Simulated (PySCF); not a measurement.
## Silver: a sound run and one with changed settings

Sound run: Ag²⁺ [Kr] 4d9, Ag³⁺ [Kr] 4d8. Computed with PySCF 2.14 in def2-SVP with the def2 core potential (28 electrons), with scalar relativity through the core potential. The sound run starts from symmetry-adapted Hartree-Fock orbitals and uses a fine grid where one is needed.

A second run was set up differently.

```json
{"species": "Ag²⁺", "method": "UHF", "sound run (hartree)": "-145.12061", "changed run (hartree)": "-145.12059", "converged": "no"}
{"species": "Ag²⁺", "method": "BP86", "sound run (hartree)": "-145.93946", "changed run (hartree)": "-145.93887", "converged": "no"}
{"species": "Ag²⁺", "method": "PBE0", "sound run (hartree)": "-145.85254", "changed run (hartree)": "-145.85287", "converged": "no"}
{"species": "Ag³⁺", "method": "UHF", "sound run (hartree)": "-143.88820", "changed run (hartree)": "-143.88820", "converged": "no"}
{"species": "Ag³⁺", "method": "BP86", "sound run (hartree)": "-144.63569", "changed run (hartree)": "-144.63569", "converged": "no"}
{"species": "Ag³⁺", "method": "PBE0", "sound run (hartree)": "-144.55552", "changed run (hartree)": "-144.55552", "converged": "yes"}
```

Problem. What was changed?
A. a valence shell is frozen
B. angular grid far too coarse
C. too few SCF iterations
D. basis contracted for another Hamiltonian

Solution. C. It used initial guess 1e, at most 5 SCF cycles. The SCF was stopped early; the energies are upper bounds that still move, and correlated levels were skipped or rest on poor orbitals.
